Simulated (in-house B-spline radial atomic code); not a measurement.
# Ionising Rb29+ with different functionals

Computed with a radial B-spline atomic code at the basis-set limit: scalar-relativistic (spin-free X2C) Hamiltonian, Fermi nucleus of rms radius 4.2036 fm, spin-polarised at highest spin, spherical fractional occupations for the functionals. The ionisation energy is the difference of two self-consistent energies, [He] 2s2 2p4 → [He] 2s2 2p3, without Breit or QED terms; ε is the level of the shell that loses the electron (its least bound occupied spin orbital). There is no spin-orbit coupling in this Hamiltonian.

Hybrids are left out here: with spherical fractional occupations of an open shell their exact exchange keeps a self-interaction that integer-occupation calculations don't have.

```csv
method,rung,ΔSCF (eV),-ε(2p) (eV)
LDA VWN5,LDA,?,?
LDA exchange-only,LDA,3434.8,3363.8
PBEsol,GGA,3439.1,3368.0
PBE,GGA,?,?
OLYP,GGA,3439.5,3370.0
```

Q: What does LDA VWN5 give?

A: ΔSCF 3439.2 eV, and -ε(2p) = 3367.8 eV.

Q: What does PBE give?

A: ΔSCF 3441.1 eV, and -ε(2p) = 3369.5 eV.

Q: How do they compare with the NIST value?

A: NIST lists 3443 eV ± 8 (semi-empirical, ground level to ground level). Errors run from -8.2 to -1.9 eV; all lie within about twice that uncertainty, so the table can't rank the methods.
